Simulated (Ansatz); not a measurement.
System: CHNO, charge 1, multiplicity 2. SMILES of the parent species: N=C=O
Coordinates optimised at B3LYP-D3(BJ)/def2-TZVP (Ansatz, a quantum-chemistry and plane-wave program):
```xyz
4

N     -0.9871     0.1220     0.6440
C      0.0489    -0.0160    -0.0607
O      1.0698    -0.0838    -0.5574
H     -1.9424    -0.0881     0.3146
```
Charge +1, spin multiplicity 2.

**Question.** Give the harmonic wavenumbers at B3LYP-D3(BJ)/def2-TZVP (Ansatz, finite differences of forces, unscaled).

**Answer.** 488, 525, 767, 1217, 2048, 3371 cm⁻¹. Zero-point energy 12.0 kcal/mol.

**Question.** From these and the geometry, give the ideal-gas thermochemistry at 298.15 K and 1 atm (rigid rotor, harmonic oscillator).

**Answer.** Point group Cs, rotational symmetry number 1. Rotational constants 803, 10.91, 10.76 GHz. S(trans) 37.20, S(rot) 18.77, S(vib) 1.56, S(elec, spin only) 1.38, S 58.9 cal/(mol K). H(298) - H(0) 2.71 kcal/mol; G - E(el) -2.8 kcal/mol.
